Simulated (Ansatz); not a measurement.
Consider the formal exchange of groups at a Ge–Ge bond: `[SiH3][GeH2][GeH2][GeH3]` + `[SiH3][GeH2][SiH3]` → `[SiH3][GeH2][SiH2][GeH2][GeH3]` + `[SiH3][GeH3]`.

Isolated molecules relaxed with PBE0-D4/def2-TZVP in Ansatz; ΔE leaves out vibrations. CBS: MP2 limit from def2 TZ/QZ plus the TZ coupled-cluster correction, frozen cores. DFT in def2-TZVPP. For Ge outer-core shells are correlated without core-valence functions, which leaves a few kJ/mol of doubt a bond. Scalar relativity is left out up to krypton. Each species was taken in one conformer, which may not be the lowest.

| level | ΔE (kcal/mol) | difference from CCSD(T)/CBS |
| --- | --- | --- |
| r2SCAN-D4 | 2.3 | -0.2 |
| B97M-V | 0.6 | -1.9 |
| r2SCANh-D4 | 2.4 | -0.1 |
| BHLYP-D4 | 2.8 | 0.3 |
| PBE | 2.8 | 0.3 |
| revPBE | 3.4 | 0.9 |
| BLYP | 4.6 | 2.1 |
| r2SCAN | 2.7 | 0.2 |
| BHLYP | 4.3 | 1.8 |
| LC-ωPBE | 2.5 | 0.0 |
| HF/def2-SVP | 4.1 | 1.6 |
| MP2/def2-SVP | 2.5 | 0.0 |
| CCSD(T)/def2-SVP | 2.2 | -0.3 |
| CCSD(T)/def2-TZVPP | 2.6 | 0.1 |
| HF/CBS(def2) | 4.9 | 2.4 |
| MP2/CBS(def2) | 3.0 | 0.5 |
| CCSD(T)/CBS | 2.5 | 0 |

Largest T1 diagnostic among the species: 0.012.

Leaving LDA and LC-ωPBE aside and taking each functional with its dispersion term where it has one, the values, not all of them listed here, spread over 3.2 kcal/mol, from B97M-V to B2PLYP. LDA lies −1.5 kcal/mol from PBE without D4. The D4 term adds −1.7 kcal/mol with B3LYP and −1.0 kcal/mol with PBE0; it sums over pairs of atoms, weighted by their polarisabilities, and B3LYP, whose exchange is more repulsive, gets the larger term. In def2-TZVPP, CCSD(T) changes the Hartree–Fock value by −2.2 kcal/mol (the triples alone add −0.4 kcal/mol) and MP2 by −1.8 kcal/mol.

B3LYP here is the variant with VWN-RPA as its local correlation; programs differ in this.
